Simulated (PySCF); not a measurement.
Screening by computed properties: pick the candidate that meets the target.

Species are written as SMILES; each is one conformer at its optimised geometry, gas phase, non-relativistic unless stated; the electronic structure was computed with PySCF and density fitting.

Dipoles, sizes and rotational constants follow the conformer. The torsions of the flexible species, by atom-mapped SMILES:
- `[CH3:1][CH2:2][CH2:3][CH2:4][CH2:5][C:6]#[C:7][SiH3:8]`: C1–C2–C3–C4 -177°, C2–C3–C4–C5 180°, C3–C4–C5–C6 65°
- `[N:1]#[C:2][CH2:3][CH:4]([C:5]#[N:6])[C:7]#[N:8]`: C2–C3–C4–C5 173°
- `[CH:1]#[C:2][CH2:3][PH+:4]1[CH:5]=[CH:6][CH2:7][CH:8]=[CH:9]1`: C2–C3–P4–C5 -61°
- `[CH3:1][CH2:2][CH2:3][C@@H:4]1[CH2:5][Si@@H:6]([CH2:7][F:8])[NH:9]1`: C1–C2–C3–C4 -177°, C2–C3–C4–C5 -75°, C5–Si6–C7–F8 -110°
- `[CH3:1][CH2:2][C:3]([CH3:4])([CH3:5])[PH:6][CH3:7]`: C1–C2–C3–C4 63°, C2–C3–P6–C7 -65°

The conformers of `C=C[SiH]1CCCCC1` and `c1ccc2c(c1)CC[PH2+]2` aren't listed.

Problem. Wanted: HOMO energy above -6.6 eV (PBE0/pcSseg-1) and HOMO–LUMO gap above 6.8 eV (PBE0/pcSseg-1), at GFN2-xTB geometries. Which candidate meets both?
A. `CCCCCC#C[SiH3]`
B. `C=C[SiH]1CCCCC1`
C. `C1[Si@@H](CF)N[C@@H]1CCC`
D. `c1ccc2c(c1)CC[PH2+]2`
E. `C1=CCC=C[PH+]1CC#C`
F. `N#CCC(C#N)C#N`
G. `CC(PC)(C)CC`

Solution. G. Computed values:
| species | HOMO energy | HOMO–LUMO gap |
| --- | --- | --- |
| C1=CCC=C[PH+]1CC#C | -11.88 eV | 6.53 eV |
| c1ccc2c(c1)CC[PH2+]2 | -11.45 eV | 6.08 eV |
| N#CCC(C#N)C#N | -10.34 eV | 9.32 eV |
| CCCCCC#C[SiH3] | -7.59 eV | 7.96 eV |
| C=C[SiH]1CCCCC1 | -7.34 eV | 6.99 eV |
| C1[Si@@H](CF)N[C@@H]1CCC | -6.70 eV | 7.10 eV |
| CC(PC)(C)CC | -6.57 eV | 7.43 eV |
